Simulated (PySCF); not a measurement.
From one molecule to another.

First species: MoSeBr4 (singlet state).
SMILES: `[Se]=[Mo]([Br])([Br])([Br])[Br]`

Second species: C2H9BN2.
Z-matrix (Å and degrees, PBE0-D3(BJ)/def2-SVP geometry), rows numbered from 1:
```
B 
N   1  1.6303
C   2  1.4641  1  114.11
C   3  1.5082  2  114.15  1   179.79
N   4  1.2633  3  126.84  2   179.11
H   1  1.2240  2  105.54  3  -179.69
H   1  1.2260  2  105.33  3   -59.51
H   1  1.2260  2  105.37  3    60.17
H   2  1.0221  1  107.97  3   122.85
H   2  1.0220  1  108.04  3  -122.96
H   3  1.1015  2  107.29  1   -56.94
H   3  1.1016  2  107.22  1    56.67
H   4  1.1078  3  115.95  2    -1.04
H   5  1.0279  4  111.00  3    -0.14
```

Levels: PBE0/def2-SVPD for dipole moment, HOMO energy, LUMO energy, HOMO–LUMO gap and static isotropic polarisability; TDDFT PBE0/def2-SVPD for lowest singlet excitation; TDA PBE0/def2-SVPD for lowest triplet excitation (Tamm–Dancoff); ΔSCF PBE0/def2-SVPD for vertical ionisation energy. Geometries: PBE0-D3(BJ)/def2-SVP. All species are isolated and taken at one optimised geometry (atoms past krypton carry core potentials, spin–orbit coupling is left out); the electronic structure was computed with PySCF and density fitting.

Dipoles, sizes and rotational constants follow the conformer. The torsions of the flexible species, by atom-mapped SMILES:
- `[H]/[N:5]=[CH:4]\[CH2:3][NH2+:2][BH3-:1]`: B1–N2–C3–C4 180°, N2–C3–C4–N5 179°

Which has the higher S1 energy?

The second: 5.09 eV against 1.63 eV, a difference of 3.46 eV.

Which of the two has the higher LUMO energy, and by how much?

The second: -1.22 eV against -5.21 eV, a difference of 3.99 eV.

Which has the higher dipole moment?

The second: 3.01 D against 1.97 D, a difference of 1.04 D.

Which has the higher T1 energy?

The second: 4.26 eV against 1.07 eV, a difference of 3.19 eV.

Which has the higher static isotropic polarisability?

The first: 173.2 au against 61.8 au, a difference of 111.4 au.

Which of the two has the higher HOMO–LUMO gap, and by how much?

The second: 6.69 eV against 2.59 eV, a difference of 4.10 eV.

Which has the higher vertical ionisation energy?

The second: 10.43 eV against 9.42 eV, a difference of 1.01 eV.

Which has the higher HOMO energy?

The first: -7.80 eV against -7.91 eV, a difference of 0.11 eV.

On the first: The vertical singlet–triplet gap S1 − T1 is 0.56 eV (TDDFT singlet less Tamm–Dancoff triplet; S1: HOMO→LUMO, weight 0.96; T1: HOMO→LUMO, weight 1.00). In wavenumbers S1 is 13200 cm⁻¹ (1 eV = 8065.54 cm⁻¹). Atoms past krypton carry effective core potentials; spin–orbit coupling is left out.

On the second: In atomic units the dipole is 1.18 e·bohr (1 au = 2.5417 D).
